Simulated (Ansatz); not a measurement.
System: AuCl, net charge -1, doublet state. SMILES of the parent species: [Cl][Au]

Atoms: Au1, Cl2. Bonds: Au1-Cl2.

Bond lengths (Å) and angles (degrees) optimised at HF/6-31G* with LANL2DZ past Ar with Ansatz (a program for electronic structure); B3LYP/6-31G* with LANL2DZ past Ar with Ansatz; MP2/6-31G* with LANL2DZ past Ar with Ansatz, each started from the B3LYP-D3(BJ)/def2-TZVP structure (Ansatz) of the last column. A row stands for all coordinates that are equal there. 6-31G* holds six Cartesian d functions.

```tsv
coordinate	HF/6-31G* with LANL2DZ past Ar	B3LYP/6-31G* with LANL2DZ past Ar	MP2/6-31G* with LANL2DZ past Ar	B3LYP-D3(BJ)/def2-TZVP
Au1-Cl2	2.612	2.555	2.510	2.467
```

Mean signed difference of all 1 bond lengths from B3LYP-D3(BJ)/def2-TZVP: HF/6-31G* with LANL2DZ past Ar 0.145 Å, B3LYP/6-31G* with LANL2DZ past Ar 0.088 Å, MP2/6-31G* with LANL2DZ past Ar 0.043 Å.
